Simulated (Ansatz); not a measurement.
`C/C(I)=C/O` and `C/C=C(\C)I` differ in one atom or group (the configuration at the double bond changes too).

Ansatz, PBE0-D4/def2-TZVP geometries, multiplicity 1. Each molecule was computed in one conformer, which needn't be the lowest.

Elements past krypton have def2 core potentials.  Spin–orbit coupling is left out; it splits and shifts lone-pair levels of the heavy atoms by tenths of an eV.

```tsv
property	`C/C(I)=C/O`
LUMO energy (B3LYP/def2-TZVPP) / eV	-0.96
LUMO energy (PBE/def2-TZVPP) / eV	-1.63
HOMO–LUMO gap (B3LYP/def2-TZVPP) / eV	5.33
LUMO energy (ωB97M-V/def2-TZVPP) / eV	1.25
size of the dipole moment (B3LYP/def2-TZVPP) / D	1.12
HOMO–LUMO gap (PBE/def2-TZVPP) / eV	3.72
```

Q: What does the change do to each property? (Estimate.)

A: The calculation gave: 
| property | `C/C=C(\C)I` | shift |
| --- | --- | --- |
| LUMO energy (B3LYP/def2-TZVPP) / eV | -0.79 | 0.17 |
| LUMO energy (PBE/def2-TZVPP) / eV | -1.47 | 0.16 |
| HOMO–LUMO gap (B3LYP/def2-TZVPP) / eV | 5.65 | 0.32 |
| LUMO energy (ωB97M-V/def2-TZVPP) / eV | 1.40 | 0.15 |
| size of the dipole moment (B3LYP/def2-TZVPP) / D | 2.07 | 0.95 |
| HOMO–LUMO gap (PBE/def2-TZVPP) / eV | 4.13 | 0.41 |

With PBE0 the HOMO falls by 0.17 eV and the LUMO rises by 0.16 eV, so the gap widens by about 0.33 eV. PBE moves the HOMO by -0.24 eV and ωB97M-V by -0.13 eV. The zero-point energy changes by 59.6 kJ/mol with +6 modes. Dipoles are sizes alone; their direction can turn.

Positive LUMOs are unbound, so they and the gaps depend on the basis.

B3LYP here is the variant with VWN-RPA as its local correlation; programs differ in this.
